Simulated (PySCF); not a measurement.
Species: C6H9F.
Cartesian coordinates in Å at the PBE0-D3(BJ)/def2-SVP level; atoms count from 1:
```
atom  x, y, z in Å
F1    -1.0617   -2.0337   -0.1654
C2    -0.5888   -0.7713   -0.0209
C3     0.9113   -0.5960   -0.2483
C4     0.9929    0.9296    0.0100
C5    -0.4879    1.2051    0.3178
C6    -0.8470    0.0341    1.2614
C7    -1.2032    0.4049   -0.7954
H8     1.2024   -0.8878   -1.2683
H9     1.4996   -1.1962    0.4618
H10    1.6482    1.1855    0.8559
H11    1.3433    1.4914   -0.8685
H12   -0.7768    2.2368    0.5537
H13   -0.2057   -0.1543    2.1366
H14   -1.9087    0.0267    1.5457
H15   -0.8956    0.5628   -1.8411
H16   -2.2981    0.4318   -0.7013
```

Level: wB97X-D/def2-SVPD in PySCF, non-relativistic, on one gas-phase PBE0-D3(BJ)/def2-SVP geometry that isn't relaxed in the solvent. The solvent is an IEF-PCM continuum (cavity from Bondi-type radii × 1.2), and excitations are vertical TDDFT with non-equilibrium linear response and a frozen core. Only the electrostatic response of the medium enters.

Gas-phase singlets (H = HOMO, L = LUMO):

```
state  E (eV)  λ (nm)      f  leading configurations
   S1   8.744     142  0.010               H-1→L 87%
   S2   8.766     141  0.005                 H→L 92%
   S3   9.016     138  0.008               H→L+1 90%
   S4   9.034     137  0.020  H-1→L+1 76%, H-2→L 16%
   S5   9.242     134  0.071  H-2→L 69%, H-1→L+1 11%
```

Question: What are the lowest 5 singlets in chloroform (ε = 4.711)?

Answer: 
```
state  E (eV)  λ (nm)      f  leading configurations  change by rank (eV)
   S1   8.787     141  0.011               H-1→L 85%               +0.043
   S2   8.851     140  0.010                 H→L 86%               +0.085
   S3   8.950     139  0.005               H→L+1 84%               -0.066
   S4   8.955     138  0.011  H-1→L+1 79%, H-2→L 11%               -0.079
   S5   9.272     134  0.125  H-2→L 70%, H-2→L+1 10%               +0.030
```

Question: The ground-state energy changes by -0.082 eV from gas to chloroform. By how much does the total energy of gas-phase S5 change?

Answer: E(S5) = E(S0) + excitation energy, so it changes by -0.082 + 0.030 = -0.052 eV: it is lowered less than the ground state, which is what a blue shift means. This is the vertical state, with the slow part of the continuum still set for S0.

Question: How do the frontier levels move from gas to chloroform?

Answer: 
```tsv
orbital	gas (eV)	solvent (eV)	change (eV)	Löwdin shares, gas	Löwdin shares, solvent
LUMO+2	3.15	3.29	+0.14	H15 13 %, C6 13 %, H13 13 %, C7 13 %	C7 14 %, C6 14 %, H15 13 %, H13 13 %
LUMO+1	2.81	2.81	0.00	F1 14 %, C2 11 %, H12 10 %, C3 8 %	F1 21 %, C2 12 %, H12 9 %, C5 8 %
LUMO	2.34	2.52	+0.18	C4 12 %, C7 9 %, C6 9 %, C5 9 %	C4 10 %, C7 10 %, C6 10 %, C3 8 %
HOMO	-10.40	-10.34	+0.06	F1 21 %, C2 18 %, C3 16 %, C5 11 %	F1 18 %, C2 18 %, C3 16 %, C5 11 %
HOMO-1	-10.44	-10.35	+0.09	C2 16 %, C7 16 %, F1 15 %, C6 15 %	C7 16 %, C2 15 %, C6 13 %, F1 12 %
HOMO-2	-10.98	-10.83	+0.15	C6 20 %, C7 20 %, C5 18 %, H13 8 %	C6 21 %, C7 21 %, C5 17 %, H13 8 %
HOMO-3	-11.45	-11.28	+0.17	C4 29 %, C5 27 %, C3 9 %, C7 6 %	C4 29 %, C5 27 %, C3 8 %, C7 6 %
```

The HOMO–LUMO gap goes from 12.75 to 12.86 eV. Rows go by rank; for HOMO-1 and HOMO the atom shares or the degeneracy differ between the runs, so the row needn't follow one orbital. Shares within a degenerate set are those of one arbitrary member.

The pairwise dispersion term of wB97X-D wasn't added to the energies; at a given geometry it leaves orbitals and properties as they are.
